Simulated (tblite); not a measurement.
Compound: C7H18AlP.
Geometry (GFN2-xTB, Å), atoms numbered from 1 in this order:
```
atom  x, y, z in Å
C1     3.191    0.771   -0.566
C2     2.390   -0.490   -0.263
C3     1.008   -0.190    0.317
C4     0.258   -1.460    0.721
C5    -1.154   -1.028    1.103
P6    -1.641    0.272   -0.107
C7    -2.365   -0.721   -1.481
Al8   -2.297    1.976    1.559
C9     0.098    0.549   -0.672
H10    2.704    1.366   -1.334
H11    3.293    1.380    0.329
H12    4.186    0.508   -0.918
H13    2.943   -1.098    0.458
H14    2.280   -1.081   -1.176
H15    1.125    0.434    1.210
H16    0.227   -2.148   -0.128
H17    0.755   -1.968    1.549
H18   -1.160   -0.549    2.090
H19   -1.870   -1.850    1.117
H20   -1.731   -1.573   -1.722
H21   -2.478   -0.088   -2.359
H22   -3.350   -1.070   -1.175
H23   -0.823    2.106    2.113
H24   -2.859    3.138    0.673
H25   -3.275    1.061    2.384
H26    0.306    1.620   -0.684
H27    0.219    0.160   -1.687
```

Level: GFN2-xTB in tblite, geometry and Hessian alike; calculated harmonic values, unscaled, isolated species. This tight-binding method is rough: wavenumbers can miss measured ones by several per cent, in bad cases by 10 to 20. Modes of hydrogen on aluminium can be 10 to 20 % off. One conformer, not necessarily the lowest.

Harmonic wavenumbers (cm⁻¹): 34.6, 60.0, 78.8, 89.5, 131.8, 159.7, 178.0, 202.4, 213.9, 230.7, 269.7, 306.4, 365.7, 381.2, 388.3, 420.8, 464.8, 504.2, 694.2, 727.4, 741.9, 749.6, 760.6, 764.9, 778.2, 813.3, 823.1, 864.3, 888.6, 901.7, 954.9, 994.0, 1011.5, 1038.2, 1061.1, 1085.3, 1117.9, 1126.3, 1168.6, 1197.3, 1208.6, 1244.7, 1257.9, 1271.3, 1308.4, 1321.0, 1325.5, 1355.2, 1416.3, 1424.8, 1430.9, 1441.2, 1444.4, 1488.1, 1494.9, 1502.9, 1506.7, 1623.3, 1650.7, 1692.7, 2899.2, 2932.9, 2940.4, 2955.7, 2962.8, 2970.4, 2972.8, 2976.9, 2988.7, 2995.6, 3007.9, 3011.0, 3037.1, 3039.1, 3046.5.

A = 1567, B = 695.0, C = 614.6 MHz; mass 160.096 u (most abundant isotopes); point group C1, symmetry number 1.

Task: What is the zero-point energy?

Result: ½Σν̃ = 48945 cm⁻¹ = 585.51 kJ/mol.

Task: Entropy at 200 K, 1 bar (ideal gas, RRHO, classical rotation)?

Result: Translation 163.86, rotation 122.85, vibration 121.02: S = 407.7 J/(mol K).

Task: And Cp and H(200 K) − H(0)?

Result: Cp = 159.61 J/(mol K), of which vibrations give 126.36 (their classical limit is 75 R = 623.6); H(200 K) − H(0) = 19.72 kJ/mol without the zero-point energy, 13.07 from vibrations.

Task: What must be added to the electronic energy to get the Gibbs energy at 200 K and 1 bar?

Result: ZPE + [H(200 K) − H(0)] − T·S = 585.51 + 19.72 − 81.55 = 523.68 kJ/mol.

Task: How do the functions run with temperature in this model?

Result: 
```
T (K)  S (J/(mol K))  Cp (J/(mol K))  H − H(0) (kJ/mol)  G − H(0) (kJ/mol)  ln q(vib)
  100          318.9           102.0               6.58             -25.31       2.73
  300          483.6           219.4              38.63            -106.45      10.57
  500          623.0           331.1              94.15            -217.33      18.13
  800          804.9           441.7             211.56            -432.34      28.97
 1000          908.9           489.8             304.96            -603.92      35.71
```

q(vib) and H(0) count from the zero-point level.

Task: Which modes carry the vibrational entropy at 200 K?

Result: 34.6 cm⁻¹: 19.90; 60.0 cm⁻¹: 15.36; 78.8 cm⁻¹: 13.14; 89.5 cm⁻¹: 12.12; 131.8 cm⁻¹: 9.06; 159.7 cm⁻¹: 7.60 J/(mol K); the other 69 give 43.83 together.

Hindered rotation and anharmonicity are outside this model. Other conformers, if any are populated, would add a mixing term that is left out. The structure is chiral; the term R ln 2 for an equal mix with its mirror image is left out.

Time: 1.7 s wall. Hardware: one thread, Intel Xeon Platinum 8488C (x86_64), no GPU (shared host). The figure is for the frequency step alone.
